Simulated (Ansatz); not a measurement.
`C[O][Al]([F])[Cl]` + H₂ → `C[O][AlH][F]` + HCl at 400 K and 1 bar (hydrogenolysis of the Al–Cl bond).

Calculated with Ansatz (gas phase, PBE0-D4/def2-TZVP geometries, no zero-point term in ΔE). CBS: MP2 limit from def2 TZ/QZ plus the TZ coupled-cluster correction, frozen cores. This one scheme is used for every species. One conformer a species, not always the lowest.

| species | CCSD(T)/CBS energy (Eh) | H − E (kJ/mol) | S (J/(mol·K)) |
| --- | --- | --- | --- |
| `C[O][Al]([F])[Cl]` | -916.81237 | 153.4 | 386.7 |
| H₂ | -1.17544 | 38.0 | 139.0 |
| `C[O][AlH][F]` | -457.55503 | 162.8 | 350.5 |
| HCl | -460.38127 | 29.6 | 195.4 |

H − E and S are ideal-gas, rigid-rotor, harmonic terms from PBE0-D4/def2-TZVP, for one conformer and one mirror image of each species. The MP2-based limit puts H₂ 0.8 mEh under its directly extrapolated value; such offsets cancel only in part. 1 Eh = 2625.50 kJ/mol, R = 8.31446 J/(mol·K).

By hand: ΔE, ΔH, ΔS and ΔG.

ΔE = (-457.55503) + (-460.38127) − (-916.81237) − (-1.17544) = 0.05151 Eh = 135.2 kJ/mol. Δ(H − E) = 162.8 + 29.6 − 153.4 − 38.0 = 1.0, so ΔH = 136.2 kJ/mol. ΔS = 350.5 + 195.4 − 386.7 − 139.0 = 20.2 J/(mol·K). ΔG = 136.2 − 400 × (20.2)/1000 = 128.1 kJ/mol.

By hand: the equilibrium constant, and the temperature at which ΔG would vanish if ΔH and ΔS stayed fixed.

log₁₀ K = −ΔG/(RT ln 10) = -16.7. ΔG = 0 at ΔH/ΔS = 6743 K, far beyond where these terms or the molecules hold.

ΔH outweighs TΔS. A doubt of 5 kJ/mol in ΔE shifts log₁₀ K by 0.7 here. Other conformers and mirror images would add mixing entropy, several J/(mol·K) or more a flexible species. These are equilibria of isolated gas molecules and say nothing of rates. Largest T1 diagnostic: 0.013 (customary marks: 0.02 for closed shells, 0.045 for open ones).
